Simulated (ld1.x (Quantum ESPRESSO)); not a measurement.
## palladium (Pd), TM: configuration errors across variants

Pd, norm-conserving Troullier–Martins (Kleinman–Bylander form), made with ld1.x (Quantum ESPRESSO) 7.5 (PBE, scalar-relativistic). Core [Ar] 3d10, reference 4s2 4p6 4d9 5s0 5p0 (charge +1). Waves: 4p (bound): rc 1.40 bohr; 4d (bound): rc 1.75 bohr; 4s (bound): rc 1.20 bohr. Local part: the s channel. Core correction: a·sin(br)/r model core inside 0.65 bohr.

All-electron excitation energies from the reference (eV): (1) 4s2 4p6 4d10 5s0 5p0 -9.115; (2) 4s2 4p6 4d8 5s0 5p0 20.818; (3) 4s2 4p6 4d7 5s0 5p0 55.178; (4) 4s1 4p6 4d10 5s0 5p0 82.452; (5) 4s2 4p6 4d8 5s1 5p0 4.525; (6) 4s2 4p5 4d10 5s0 5p0 48.050; (7) 4s2 4p6 4d9.5 5s0 5p0 -5.882.

3 further variants failed, have other tests or another functional or relativity, and are left out.

Errors AE − PS in meV (a dash: test not solved or not reliable):

```csv
change,(1),(2),(3),(4),(5),(6),(7),bound ghosts
base,+0.9,+2.1,+18,-92,+381,-67,+0.5,none
wave 4s (bound): rc 1.20 bohr becomes 4s (bound): rc 1.68 bohr,+18,+39,+198,-306,+3535,-41,+6.1,none
core correction a·sin(br)/r model core inside 1.36 bohr,+0.9,+2.1,+18,-72,+382,-60,+0.5,none
wave 4p (bound): rc 1.40 bohr becomes 4p (bound): rc 1.06 bohr,+1.0,+2.1,+18,-102,+381,-48,+0.5,none
wave 4d (bound): rc 1.75 bohr becomes 4d (bound): rc 2.56 bohr,-4.4,+11,+114,-340,+415,-239,-0.5,none
"all radii but the core radius scaled by about 1.25 (s 1.50, p 1.76, d 2.18 bohr)",+4.5,+14,+89,-305,+1839,-138,+1.8,none
"all radii but the core radius scaled by about 1.22 (s 1.46, p 1.72, d 2.14 bohr)",+3.2,+11,+76,-286,+1577,-138,+1.3,none
```

**Question.** Give the same row for: local potential the d channel.

**Answer.** -1.9, -4.0, -12, -104, +111, -73, -0.4; bound ghosts: none.
